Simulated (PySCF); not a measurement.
**Electron correlation in P⁺ (phosphorus, charge +1)**

[Ne] 3s2 3p2, high-spin 3P determinant. Computed with PySCF 2.14 in ANO-RCC-VTZP, with the spin-free X2C one-electron Hamiltonian (Gaussian nucleus). Frozen: 1s2; 12 electrons correlated.

| level | correlation energy (mhartree) |
| --- | --- |
| CCSD | -98.64 |
| (T) | -2.69 |
| CCSD(T) | -101.33 |

Diagnostics: T1 = 0.0059, D1 = 0.0254, largest double amplitude 0.101.

Cost of the coupled-cluster step: about 2 core-seconds, for 12 correlated electrons.

Iterations:

```
CC2 = 0
CCSD nocc = (np.int64(7), np.int64(5)), nmo = (33, 33)
frozen orbitals [[0], [0]]
max_cycle = 100
direct = 0
conv_tol = 1e-08
conv_tol_normt = 1e-06
diis_space = 8
diis_start_cycle = 0
Init t2, MP2 energy = -0.0785367786697383
Init E_corr(UCCSD) = -0.0785367786712243
cycle = 1  E_corr(UCCSD) = -0.0924131970457542  dE = -0.0138764184  norm(t1,t2) = 0.0500383
cycle = 2  E_corr(UCCSD) = -0.096324249749023  dE = -0.0039110527  norm(t1,t2) = 0.0193464
cycle = 3  E_corr(UCCSD) = -0.0986313137159284  dE = -0.00230706397  norm(t1,t2) = 0.00901218
cycle = 4  E_corr(UCCSD) = -0.0986285033512423  dE = 2.81036469e-06  norm(t1,t2) = 0.00168092
cycle = 5  E_corr(UCCSD) = -0.0986375190455959  dE = -9.01569435e-06  norm(t1,t2) = 0.00025455
cycle = 6  E_corr(UCCSD) = -0.0986381644901801  dE = -6.45444584e-07  norm(t1,t2) = 6.30529e-05
cycle = 7  E_corr(UCCSD) = -0.0986378193909285  dE = 3.45099252e-07  norm(t1,t2) = 1.50138e-05
cycle = 8  E_corr(UCCSD) = -0.0986380267571643  dE = -2.07366236e-07  norm(t1,t2) = 2.41576e-06
cycle = 9  E_corr(UCCSD) = -0.0986379516384247  dE = 7.51187395e-08  norm(t1,t2) = 4.7293e-07
cycle = 10  E_corr(UCCSD) = -0.0986379677393662  dE = -1.61009415e-08  norm(t1,t2) = 1.17304e-07
cycle = 11  E_corr(UCCSD) = -0.0986379645581373  dE = 3.18122899e-09  norm(t1,t2) = 3.41074e-08
UCCSD converged
E(UCCSD) = -341.2682714582709  E_corr = -0.09863796455813725
UCCSD(T) correction = -0.00269134353626037
```
